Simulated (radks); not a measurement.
The numbers below are computed, except where a source is named.
How relativity changes the ionisation of the europium ion Eu53+ ([Ne]) to Eu54+ ([He] 2s2 2p5). Spin-unpolarised spherical Kohn-Sham, PBEsol, point nucleus unless stated (finite: rms radius 5.1115 fm), a radial shooting solver on a logarithmic mesh with Libxc functionals. A level marked "c x" has the speed of light scaled by that factor and shares open shells by 2j + 1; other Dirac levels either fill j = l - 1/2 first or share by 2j + 1.

level                               E(Eu53+) (hartree)  E(Eu54+) (hartree)  IE (eV)   HOMO  <r> HOMO (bohr)
non-rel.                                    -7397.5694          -7000.1227  10815.1     2p          0.08524
scalar-rel.                                 -7766.2395          -7358.4019  11097.8     2p          0.08210
scalar-rel., finite nucleus                 -7765.4941          -7357.6550  11097.9     2p          0.08210
Dirac, 2j+1 shares                          -7772.7637          -7363.9076  11125.5  2p3/2          0.08387
Dirac, low j first                          -7772.7637          -7372.3035  10897.1  2p3/2          0.08387
Dirac, 2j+1 shares, finite nucleus          -7772.0148          -7363.1577  11125.6  2p3/2          0.08387
Dirac, c x 0.75                             -8136.9876          -7717.4106  11417.3  2p3/2          0.08283
Dirac, c x 2                                -7483.7099          -7083.6074  10887.3  2p3/2          0.08490
Dirac, c x 5                                -7411.0533          -7013.1894  10826.4  2p3/2          0.08519

NIST Atomic Spectra Database: 10880 eV (theoretical). The relativistic part of the total energy of Eu53+ is -374.4 hartree (Dirac, 2j+1 shares, finite nucleus), 5.1 % of the non-relativistic value. Spin polarisation and multiplet splitting of open shells are left out at every level.

Beside tabulated values, note that relativity, absent from the non-relativistic runs, is large for the heavy elements, and spin-unpolarised runs miss the spin-polarisation part of the exchange energy of open shells.
